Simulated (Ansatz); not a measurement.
Te₂ (`[Te]=[Te]`) (triplet), 2 atoms. The species carries charge 0 and has multiplicity 3. Correlated methods include outer-core shells of Te, which these sets cover unevenly. Te takes the def2 core potential. All runs use 4 threads of an Arm Neoverse V1 on a shared host. Correlated methods freeze the cores. Open-shell runs search over several starts.

Q: How many basis functions does each run have, and how long does it take in Ansatz? direct RPA on PBE orbitals/def2-TZVPP energy; UHF-CCSD(T)/def2-SVP energy; UHF-CCSD(T)/def2-QZVPP energy; UKS PBE0-D4/def2-QZVPP energy; UHF-CCSD(T)/def2-TZVPP energy; UKS B97M-V/def2-TZVPP energy; UKS ωB97M-V/def2-TZVPP energy and forces; UKS ωB97M-V/def2-SVP energy; UKS r2SCANh-D4/def2-TZVPP energy; UKS PBE0-D4/def2-TZVP relaxation (4 steps); UKS PBE0-D4/def2-TZVP frequencies; UKS PBE0-D4/def2-SVP energy. (Best estimate.)

A: The calculation gave: Other jobs shared the machine, so times are rough.

```
                                level                   job  functions  wall time  peak host memory (GiB)
                 UKS PBE0-D4/def2-SVP                energy         52     0.75 s                     0.2
direct RPA on PBE orbitals/def2-TZVPP                energy        100      1.6 s                    0.22
                 UHF-CCSD(T)/def2-SVP                energy         52      1.9 s                    0.21
               UKS PBE0-D4/def2-QZVPP                energy        164      2.2 s                    0.41
            UKS r2SCANh-D4/def2-TZVPP                energy        100      2.4 s                    0.26
                UKS B97M-V/def2-TZVPP                energy        100      3.6 s                    0.25
                 UKS ωB97M-V/def2-SVP                energy         52      4.3 s                    0.27
                UKS PBE0-D4/def2-TZVP  relaxation (4 steps)        100        7 s                    0.23
                UKS PBE0-D4/def2-TZVP           frequencies        100        7 s                    0.23
               UHF-CCSD(T)/def2-TZVPP                energy        100       10 s                    0.74
               UKS ωB97M-V/def2-TZVPP     energy and forces        100       13 s                    0.49
               UHF-CCSD(T)/def2-QZVPP                energy        164       28 s                     1.9
```
